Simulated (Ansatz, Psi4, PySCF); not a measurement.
CH2NO (SMILES [NH2+]=C=O), charge +1, singlet, geometry from GFN2-xTB, atoms displaced at random by about 0.03 Å a coordinate. Base run: PBE0/cc-pVDZ, gradient in PySCF.

Input for PySCF:
```python
from pyscf import gto, scf, dft

mol = gto.Mole()
mol.atom = '''
    N    -1.09724245    0.04055157   -0.08871942
    C     0.13677073    0.01758362    0.04436774
    O     1.32008016    0.04953103    0.02622175
    H    -1.64283484    0.87030244   -0.02174590
    H    -1.64884651   -0.84424951   -0.17924906
'''
mol.basis = 'cc-pvdz'
mol.charge = 1
mol.verbose = 4
mol.build()

mf = dft.RKS(mol)
mf.xc = 'pbe0'
mf.kernel()
g = mf.nuc_grad_method()
grad = g.kernel()
```

Programs used: Ansatz (a first-principles code), Psi4, PySCF; a row that names a program was run with it.

The coordinate followed is z of atom 5.

The base run was repeated with changes; each row names its change, and settings that it needs were set with it.

```csv
change,dE/dx (Eh/bohr),net force (Eh/bohr)
base,-0.001301,0.000006
conv_tol = 1e-11,-0.001301,0.000006
grids.level = 0; grid_response = on,-0.001677,0.000000
grids.level = 1; grid_response = on,-0.001311,0.000000
conv_tol = 1e-6,-0.001301,0.000006
code = psi4,-0.001306,0.000004
grids.level = 0; grid_response = off,-0.001276,0.003510
grids.level = 1; grid_response = off,-0.001310,0.000076
grid_response = on,-0.001302,0.000000
finite difference step (bohr) = 1e-4; conv_tol = 1e-11,-0.001302,-
finite difference step (bohr) = 0.05; conv_tol = 1e-11,-0.001321,-
code = ansatz,-0.001302,0.000000
```

The net force is zero for an exact gradient.
